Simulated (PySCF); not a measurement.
## SMILES C(OC)[C@@H]1C[C@@H]1C#N, C₆H₉NO

Geometry (Å), atoms numbered from 1 in this order:
```xyz
17

C     2.5369    0.9371    0.1030
O     1.3558    0.6108    0.7874
C     0.6590   -0.4690    0.2088
C    -0.6594   -0.6152    0.9266
C    -1.8178   -1.2739    0.2572
C    -1.8422    0.2199    0.4815
C    -1.7025    1.0687   -0.6480
N    -1.5991    1.7378   -1.5713
H     2.3263    1.2281   -0.9332
H     2.9790    1.7777    0.6331
H     3.2402    0.0948    0.0987
H     0.4919   -0.2839   -0.8639
H     1.2487   -1.3969    0.3083
H    -0.5455   -0.7433    1.9956
H    -2.4872   -1.8806    0.8476
H    -1.6898   -1.6200   -0.7580
H    -2.5016    0.6198    1.2427
```

Method used: TDDFT LC-wPBE/aug-cc-pVDZ circular dichroism and optical rotation, one conformer, gas phase in PySCF. Geometry: GFN2-xTB.

The molecule is flexible and this is one conformer; a measurement averages over conformers.

Question: What are the CIP labels of the stereocentres?

Answer: C4 R, C6 S.

Question: List the lowest 12 singlet excitations with oscillator and rotatory strengths.

Answer: Rotatory strengths R in 10⁻⁴⁰ esu² cm², velocity form and length form (origin at the centre of mass); f in length form.
| state | E (eV) | λ (nm) | f | R (velocity) | R (length) | main |
| --- | --- | --- | --- | --- | --- | --- |
| 1 | 7.34 | 169 | 0.023 | +3.6 | +3.8 | HOMO→LUMO+1 0.28, HOMO→LUMO 0.24 |
| 2 | 7.39 | 168 | 0.004 | +3.4 | +3.4 | HOMO−1→LUMO+15 0.13, HOMO−1→LUMO+11 0.13 |
| 3 | 7.95 | 156 | 0.054 | +1.8 | +1.8 | HOMO−1→LUMO+12 0.24 |
| 4 | 7.99 | 155 | 0.013 | -6.7 | -6.9 | HOMO→LUMO+1 0.29, HOMO→LUMO+2 0.17 |
| 5 | 8.08 | 153 | 0.012 | -11.2 | -11.3 | HOMO→LUMO+3 0.26, HOMO→LUMO 0.18 |
| 6 | 8.15 | 152 | 0.006 | -3.1 | -3.1 | HOMO−2→LUMO+12 0.26 |
| 7 | 8.35 | 149 | 0.001 | -1.7 | -1.6 | HOMO→LUMO 0.14, HOMO→LUMO+9 0.13 |
| 8 | 8.39 | 148 | 0.004 | +13.1 | +13.1 | HOMO−1→LUMO 0.24, HOMO→LUMO+9 0.09 |
| 9 | 8.58 | 145 | 0.011 | -8.5 | -8.4 | HOMO→LUMO+5 0.23, HOMO→LUMO 0.12 |
| 10 | 8.73 | 142 | 0.023 | -35.0 | -34.5 | HOMO−2→LUMO 0.33, HOMO−1→LUMO+2 0.12 |
| 11 | 8.84 | 140 | 0.028 | +17.4 | +17.4 | HOMO−2→LUMO 0.20, HOMO→LUMO+6 0.10 |
| 12 | 8.92 | 139 | 0.010 | -6.3 | -6.4 | HOMO−1→LUMO+3 0.18, HOMO→LUMO+4 0.09 |

Among the states computed, the strongest CD band (largest |R|) is state 10. The largest dissymmetry factor in size, g = 4R/(D+G), with D and G the electric and magnetic dipole strengths, is +0.046 for state 8 (velocity form, f = 0.004), among bands with |R| over 0.5. The mirror image has the same energies and oscillator strengths and all R with the opposite sign.
